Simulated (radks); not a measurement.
Values are calculated unless marked as measured or tabulated.
Rh2+, 43 electrons, occupied as [Ar] 3d10 4s2 4p5.75 4d7 5s0.25 (fractional occupations, a model configuration).

Code: a radial shooting solver on a logarithmic mesh with Libxc functionals. Model: Dirac Kohn-Sham, HCTH/407, spin-unpolarised, spherical densities, finite nucleus; open shells fill j = l - 1/2 first; Fermi nuclear charge, rms radius 4.4945 fm.

Energy parts (eV):
total: -130249.501
kinetic: 135771.219
electron-nucleus: -314351.419
Hartree: 52177.679
exchange-correlation: -3846.979

Orbitals (lengths in bohr, moments of r in powers of bohr; <r^-3> diverges for s and p1/2; r(max) is where P^2 peaks):
| orbital | occ. | eigenvalue (eV) | r(max) | <r^-3> | small-component weight |
|---|---|---|---|---|---|
| 1s1/2 | 2 | -23041.16 | 0.02119 | - | 2.70e-02 |
| 2s1/2 | 2 | -3364.674 | 0.1199 | - | 5.62e-03 |
| 2p1/2 | 2 | -3119.113 | 0.09292 | - | 5.64e-03 |
| 2p3/2 | 4 | -2974.480 | 0.09700 | 3022 | 5.43e-03 |
| 3s1/2 | 2 | -621.4038 | 0.3515 | - | 1.55e-03 |
| 3p1/2 | 2 | -524.9800 | 0.3380 | - | 1.50e-03 |
| 3p3/2 | 4 | -500.0175 | 0.3477 | 529.6 | 1.44e-03 |
| 3d3/2 | 4 | -328.9957 | 0.2891 | 80.13 | 1.33e-03 |
| 3d5/2 | 6 | -324.0530 | 0.2919 | 75.83 | 1.32e-03 |
| 4s1/2 | 2 | -105.4848 | 0.8805 | - | 3.81e-04 |
| 4p1/2 | 2 | -75.9683 | 0.9249 | - | 3.30e-04 |
| 4p3/2 | 3.75 | -71.9924 | 0.9490 | 84.42 | 3.15e-04 |
| 4d3/2 | 4 | -27.5421 | 1.111 | 7.768 | 1.93e-04 |
| 4d5/2 | 3 | -27.0761 | 1.121 | 7.286 | 1.89e-04 |
| 5s1/2 | 0.25 | -20.1355 | 2.341 | - | 5.80e-05 |

The highest occupied level is 5s1/2 at -20.136 eV. The electron density at the nucleus is 1.208e+05 e/bohr^3.
